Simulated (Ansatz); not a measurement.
Start from CH₃SH and change one atom or group to get `C[S][SbH2]`.

Ansatz, PBE0-D4/def2-TZVP geometries, multiplicity 1. 

Elements past krypton have def2 core potentials.

| property | CH₃SH |
| --- | --- |
| LUMO energy (B3LYP/def2-TZVPP) / eV | 0.21 |
| size of the dipole moment (B3LYP/def2-TZVPP) / D | 1.52 |
| size of the dipole moment (ωB97M-V/def2-TZVPP) / D | 1.51 |
| HOMO energy (ωB97M-V/def2-TZVPP) / eV | -9.02 |
| HOMO energy (B3LYP/def2-TZVPP) / eV | -6.54 |
| HOMO energy (PBE/def2-TZVPP) / eV | -5.51 |

**Question.** Give the same properties after the change, and the shifts. (An estimate is asked.)

**Answer.** Computed: 
```tsv
property	`C[S][SbH2]`	shift
LUMO energy (B3LYP/def2-TZVPP) / eV	-1.25	-1.46
size of the dipole moment (B3LYP/def2-TZVPP) / D	1.75	0.23
size of the dipole moment (ωB97M-V/def2-TZVPP) / D	1.70	0.19
HOMO energy (ωB97M-V/def2-TZVPP) / eV	-8.88	0.14
HOMO energy (B3LYP/def2-TZVPP) / eV	-6.47	0.07
HOMO energy (PBE/def2-TZVPP) / eV	-5.50	0.01
```

With PBE0 the HOMO rises by 0.06 eV and the LUMO falls by 1.56 eV, so the gap narrows by about 1.62 eV. PBE moves the HOMO by 0.01 eV and ωB97M-V by 0.14 eV. The zero-point energy changes by 16.4 kJ/mol with +6 modes. Dipoles are sizes alone; their direction can turn.

B3LYP here is the variant with VWN-RPA as its local correlation; programs differ in this.

Spin–orbit coupling is left out; it splits and shifts lone-pair levels of the heavy atoms by tenths of an eV.
